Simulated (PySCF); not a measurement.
**Hg⁺: excitation energy**

Hg⁺ [Xe] 4f14 5d10 6s1 (2S) → Hg⁺ [Xe] 4f14 5d9 6s1 6p1 (high-spin determinant), as a difference of total energies. Calculation: PySCF 2.14, in def2-TZVPPD with the def2 core potential (60 electrons) (6s6p3d2f1g, 62 functions); scalar relativity through the core potential. Correlated levels: valence and next inner shell: nothing frozen outside the core potential. The calculations carry no spin-orbit coupling.

```csv
method,excitation energy (eV)
UHF,10.204
MP2 (valence and next inner shell),11.646
SCS-MP2 (valence and next inner shell),11.580
CCSD (valence and next inner shell),11.268
CCSD(T) (valence and next inner shell),11.325
```

Problem. How much does correlation contribute at CCSD(T) (valence and next inner shell)?

Solution. 11.325 − (10.204) = 1.121 eV, measured against UHF.

The determinant of the upper state mixes LS terms, which raises its energy above the lowest term, most at the Hartree-Fock and MP2 levels.
